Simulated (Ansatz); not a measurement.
```yaml
crystal:
  periodic: [false, false, false]
  atoms:
    - {symbol: C, position_ang: [-0.630293, -0.061202, 0.871202]}
    - {symbol: W, position_ang: [0.893952, 0.093402, -0.427926]}
    - {symbol: S, position_ang: [2.449355, -1.018954, 0.618520]}
    - {symbol: S, position_ang: [0.584875, -0.649405, -2.139810]}
    - {symbol: Cl, position_ang: [1.087305, 2.335952, -0.480186]}
    - {symbol: H, position_ang: [-0.816834, 0.147484, 1.713319]}
    - {symbol: H, position_ang: [-0.907285, -1.077544, 0.796498]}
    - {symbol: H, position_ang: [-1.681217, 0.409238, 0.267048]}
basis:
  gaussian: {orbitals: def2-TZVPD}
hamiltonian: {xc: {name: HF}}
correlation: {active_space: {window: {electrons: 6, orbitals: 2}}}
```

```sh
$ ansatz run in.yaml --threads 4 --pin off --events-out ev --progress --plain --max-ram 10444MiB
```

It prints (some lines left out):

```
Functional definition: HF
1656 factors; integrals over basis functions are off by at most 1.1e-3 eV
mean field evaluation 1: about -37018.9462 eV, gradient 4.5e1 eV
mean field evaluation 2: about -37019.3045 eV, gradient 4.5e1 eV
mean field evaluation 4: about -37024.0607 eV, gradient 8.7e0 eV
mean field evaluation 8: about -37024.2839 eV, gradient 1.0e0 eV
mean field evaluation 16: about -37024.2888 eV, gradient 2.9e-6 eV
mean field -37024.28884320 eV, -1360.6175190234 hartree, gradient 3.2e-6 eV, S^2 0.000000; 0 other end points of the search recorded, 0 dependent functions left out
reference -37024.28884320 eV, -1360.6175190234 hartree; 36, 36 occupied and 209, 209 virtual orbitals, 1656 factors
Error: 6 electrons in 2 orbitals form no window around the highest filled level of the reference
```

(1) What is wrong with this run?

Answers

(1) The active space doesn't fit the electrons. The run stopped with an error.
